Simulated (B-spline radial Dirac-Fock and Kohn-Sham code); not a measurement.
Atomic SCF run for Pt⁶⁺

ΔSCF core binding energies without Breit or QED terms, calculated with a B-spline atomic structure program. Keys: rel is the Hamiltonian (dirac, or spin-free x2c and nr, where L3 and M5 stand for the whole 2p and 3d shells), method is hf or an exchange,correlation pair (spin-unpolarised, also for the hole states), nuc the nuclear model, radius_factor scales its radius, rmax is the box in bohr, h the logarithmic mesh step, order the B-spline order, points the quadrature points per cell, c_factor scales the speed of light, and damp, ndamp, maxit and tol steer the iteration. The run stops when the commutator error falls below 10·tol·max(1, Z/10), or the numerical noise floor, and the energy has settled to about 1e-8 Ha; the virial ratio is −V/T.

Input (task.json):

```json
{"items": [{"Z": 78, "q": 6, "cfg": [[1, 0, 2], [2, 0, 2], [2, 1, 6], [3, 0, 2], [3, 1, 6], [3, 2, 10], [4, 0, 2], [4, 1, 6], [4, 2, 10], [4, 3, 14], [5, 0, 2], [5, 1, 6], [5, 2, 4]], "A": 195, "rrms": 5.427, "do": "settings", "holes": ["K", "L3", "M5"],
  "settings": [{"rel": "dirac", "method": "hf", "nuc": "fermi", "radius_factor": 1.0, "rmax": 45.0, "h": 0.3, "order": 8, "points": 10, "c_factor": 1.0, "maxit": 60, "damp": 0.5, "ndamp": 3, "tol": 1e-08}]}]}
```

Command: `python xray2_run.py task.json out`

Ground-state iterations:

```
iter   energy (Ha)        error
   1   -18422.23334715  2.24e+00
   2   -18425.62183947  2.36e-01
   3   -18426.30830115  4.64e-02
   4   -18426.32680764  1.59e-02
   5   -18426.32986317  3.49e-03
   6   -18426.32996783  9.21e-04
   7   -18426.32997332  3.92e-04
   8   -18426.32997457  2.26e-05
   9   -18426.32997458  4.17e-06
  10   -18426.32997458  1.71e-07
```

The ground state converged in 10 iterations, with total energy -18426.32997 Ha, virial ratio 1.87478 and highest orbital energy -90.07 eV. ΔSCF binding energies: K (1s) 78908.5 eV, L3 (2p3/2) 11698.4 eV, M5 (3d5/2) 2226.1 eV.
